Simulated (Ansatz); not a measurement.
Total energies of `COB(F)S`.

```xyz
9

C     1.037   -0.237    0.556
O    -0.273   -0.756    0.562
B    -1.284   -0.286   -0.188
F    -2.458   -0.893   -0.060
S    -1.239    1.097   -1.369
H     1.493   -0.325   -0.434
H     1.623   -0.820    1.265
H     1.047    0.812    0.869
H     0.054    1.409   -1.201
```

Charge 0, multiplicity 1. The geometry is a stationary point of PBE0-D4/def2-TZVP. It is one conformer, not always the lowest. Basis def2-TZVPP, Ansatz 0.2.0.

RPA on PBE orbitals: Hartree–Fock energy of these orbitals -636.90666 Eh, correlation -1.48044 Eh (frozen core).

| functional | kind | energy without D4 (Eh) | D4 term (kJ/mol) |
| --- | --- | --- | --- |
| PBE | GGA | -638.42482 | -17.0 |
| revPBE | GGA | -638.71143 | -55.5 |
| BLYP | GGA | -638.81178 | -38.1 |
| PBE0 | global hybrid, 25 % exact exchange | -638.46951 | -14.3 |
| B3LYP | global hybrid, 20 % | -638.89365 | -27.4 |
| r2SCANh | meta-GGA hybrid, 10 % | -638.70940 | -4.4 |
| CAM-B3LYP | range-separated hybrid | -638.79691 | -14.4 |
| ωB97X-V | range-separated hybrid GGA with VV10 | -638.73121 | – |
| ωB97M-V | range-separated hybrid meta-GGA with VV10 | -638.76861 | – |
| PBE-QIDH | double hybrid | -638.35465 | – |

Task: Give the same for LDA (SPW92), r2SCAN, B97M-V, r2SCAN0, HSE06 (plane-wave form), BHLYP, LC-ωPBE, B2PLYP. (Estimate.)

Result: Computed: 
```json
{"functional": "LDA (SPW92)", "kind": "LDA", "energy without D4 (Eh)": "-635.67239", "D4 term (kJ/mol)": "–"}
{"functional": "r2SCAN", "kind": "meta-GGA", "energy without D4 (Eh)": "-638.72324", "D4 term (kJ/mol)": "-4.1"}
{"functional": "B97M-V", "kind": "meta-GGA with VV10", "energy without D4 (Eh)": "-638.72179", "D4 term (kJ/mol)": "–"}
{"functional": "r2SCAN0", "kind": "meta-GGA hybrid, 25 %", "energy without D4 (Eh)": "-638.68983", "D4 term (kJ/mol)": "-4.8"}
{"functional": "HSE06 (plane-wave form)", "kind": "screened hybrid", "energy without D4 (Eh)": "-638.45073", "D4 term (kJ/mol)": "-13.2"}
{"functional": "BHLYP", "kind": "global hybrid, 50 %", "energy without D4 (Eh)": "-638.75899", "D4 term (kJ/mol)": "-19.9"}
{"functional": "LC-ωPBE", "kind": "long-range corrected hybrid", "energy without D4 (Eh)": "-638.60964", "D4 term (kJ/mol)": "–"}
{"functional": "B2PLYP", "kind": "double hybrid", "energy without D4 (Eh)": "-638.58014", "D4 term (kJ/mol)": "–"}
```

B3LYP takes the VWN-RPA correlation (the form of Gaussian; ORCA's B3LYP/G). HSE06 is the plane-wave form, built on full-range PBE exchange. The double hybrids freeze the cores in their second-order part.

LC-ωPBE has ω = 0.4 bohr⁻¹.
